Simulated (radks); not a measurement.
Values are calculated unless marked as measured or tabulated.
The molybdenum ion Mo3+, 39 electrons, occupied as [Kr] 4d3. Code: a radial shooting solver on a logarithmic mesh with Libxc functionals. Model: Dirac Kohn-Sham, PBE, spin-unpolarised, spherical densities, point nucleus; open shells are shared between the two j in proportion to 2j + 1.

Unscreened Slater integrals over Kohn-Sham orbitals (hartree). Large and small components are both included.

\begin{tabular}{lr}
integral & value \\ \hline
F0(4d5/2,4d5/2) & 0.56048 \\
F2(4d5/2,4d5/2) & 0.28364 \\
F4(4d5/2,4d5/2) & 0.18604 \\
F0(4d5/2,4d3/2) & 0.56258 \\
F2(4d5/2,4d3/2) & 0.28466 \\
G2(4d5/2,4d3/2) & 0.28457 \\
G4(4d5/2,4d3/2) & 0.18665 \\
F0(4d5/2,4p3/2) & 0.63078 \\
F2(4d5/2,4p3/2) & 0.31076 \\
G1(4d5/2,4p3/2) & 0.38721 \\
G3(4d5/2,4p3/2) & 0.23676 \\
F0(4d5/2,4p1/2) & 0.63580 \\
G3(4d5/2,4p1/2) & 0.23411 \\
F0(4d3/2,4d3/2) & 0.56469 \\
F2(4d3/2,4d3/2) & 0.28571 \\
F0(4d3/2,4p3/2) & 0.63385 \\
F2(4d3/2,4p3/2) & 0.31312 \\
G1(4d3/2,4p3/2) & 0.39110 \\
G3(4d3/2,4p3/2) & 0.23918 \\
F0(4d3/2,4p1/2) & 0.63896 \\
G1(4d3/2,4p1/2) & 0.38745 \\
F0(4p3/2,4p3/2) & 0.73729 \\
F2(4p3/2,4p3/2) & 0.38865 \\
F0(4p3/2,4p1/2) & 0.74571 \\
G2(4p3/2,4p1/2) & 0.39232 \\
F0(4p1/2,4p1/2) & 0.75450 \\
\end{tabular}
